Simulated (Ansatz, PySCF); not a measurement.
Process, species as SMILES: F[Si](F)Cl → F[Si](F)Cl as singlet, charge +1 + e-
Geometries: B3LYP-D3(BJ)/def2-TZVP minima from Ansatz (an electronic-structure program). Frequencies are from Ansatz or PySCF.
Geometry of the first species:
```
Si
F 1 1.5919
F 1 1.5919 2 106.88
Cl 1 2.0513 2 108.92 3 117.54
```
Charge 0, spin multiplicity 2.

Wanted: adiabatic ionisation energy (0 K, with B3LYP-D3(BJ) harmonic zero-point energies), in eV. Cores are frozen in the correlated levels unless marked. Open shells are spin-unrestricted. No spin-orbit coupling. Non-relativistic. CBS marks a two-point X^-3 extrapolation of the correlation energy; Hartree-Fock from the larger set. The bracket is a focal-point correction in the basis named.

```tsv
level	program	adiabatic ionisation energy (eV)
HF/cc-pV(Q+d)Z	Ansatz	8.29
BLYP-D3(BJ)/def2-TZVPD	Ansatz + dftd3	8.52
BLYP/def2-TZVPD	Ansatz	8.52
PBE0/def2-TZVPD	Ansatz	8.67
HSE06-D4/def2-TZVPD	Ansatz + dftd4	8.67
B2PLYP/def2-TZVPD	Ansatz	8.54
PBE-QIDH/def2-TZVPD	Ansatz	8.63
MP2/6-31G	Ansatz	9.69
RI-MP2/cc-pV(T+d)Z	Ansatz	8.35
RI-MP2/CBS(cc-pV(T+d)Z,cc-pV(Q+d)Z)+[CCSD(T)-MP2]/cc-pV(T+d)Z	Ansatz	8.54
```
